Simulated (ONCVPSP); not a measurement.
Before and after: ONCV potential for germanium (Ge)

| Quantity | Value |
| --- | --- |
| Element | Ge |
| Generator | ONCVPSP 4.0.1 |
| Type | optimised norm-conserving Vanderbilt (ONCV) |
| Functional | PBEsol |
| Relativity | scalar-relativistic |
| Frozen core | [Ar] |
| Valence charge | 14 |
| Reference configuration | 3d10 4s2 4p2 |
| Partial waves | 4s: rc 1.95 bohr, ncon 4, nbas 8, qcut 4.3 1/bohr, 2 projectors, debl 1.5 Ha; 4p: rc 2.20 bohr, ncon 3, nbas 7, qcut 3.1 1/bohr, 2 projectors, debl 3.7 Ha; 3d: rc 0.65 bohr, ncon 4, nbas 8, qcut 15.5 1/bohr, 1 projector |
| Local potential | polynomial inside 0.50 bohr (lpopt 5, dvloc0 0 Ha) |
| Core correction | Teter function, fcfact 5.75, rcfact 1.05 |

All-electron outer shells of the reference configuration (PBEsol, scalar-relativistic, ld1.x):

```
shell  level (eV)  outermost node (bohr)  outermost maximum (bohr)
   3s     -168.12                   0.26                      0.54
   3p     -115.43                   0.23                      0.54
   3d      -29.31                      –                      0.50
   4s      -11.74                   0.77                      1.75
   4p       -3.90                   0.82                      2.22
```

Change: s: rc 2.36.

Cutoffs: the cutoffs (Ha) at which the residual kinetic energy of the hardest occupied pseudo-wave falls to 1 and 0.1 mHa per electron; they do not see the model core or the augmentation charge, which bear on the density cutoff. Errors are all-electron minus pseudo energies relative to the spin-unpolarised reference configuration.

How do hardness, ghosts and transferability respond?

The potential gets neither clearly harder nor softer (529 Ha and 611 Ha → 529 Ha and 611 Ha); both files keep a bound ghost (p, s); of the 4 tests that both files solve, the error grows in 2 and shrinks in 0 by more than 15 % and 0.3 meV (median size 10.6 → 12.3 meV).

```tsv
quantity	base	changed
cutoff, loose	529 Ha	529 Ha
cutoff, tight	611 Ha	611 Ha
loose cutoff by channel	s 7.8 Ha, p 2.7 Ha, d 529 Ha	s 6.5 Ha, p 2.7 Ha, d 529 Ha
bound ghosts	s, p	s, p
GHOST(+) flags under 300 eV	s at 141.2 eV	s at 119.9 eV
error for 3d10 4s2 4p1, meV [ΔE 7.45 eV]	-2.2	-2.1
error for 3d10 4s2 4p0, meV [ΔE 22.90 eV]	-19	-17
error for 3d10 4s1 4p0, meV [ΔE 57.69 eV]	-53	-70
error for 3d10 4s1 4p2, meV [ΔE 16.18 eV]	+1.7	-8.0
p: phases at 2.23 bohr within 0.05 rad from the reference energy up to (Ha; the scan ends near 5)	to the end of the scan	to the end of the scan
d: phases at 0.66 bohr within 0.05 rad from the reference energy up to (Ha; the scan ends near 5)	to the end of the scan	to the end of the scan
rms error of d²Exc/dni dnj with the model core, mHa	3.57	3.56
```

 A true bound ghost makes a file unfit for plane-wave use even where its test errors are small: the radial tests pick states by their node count and pass the ghost by.
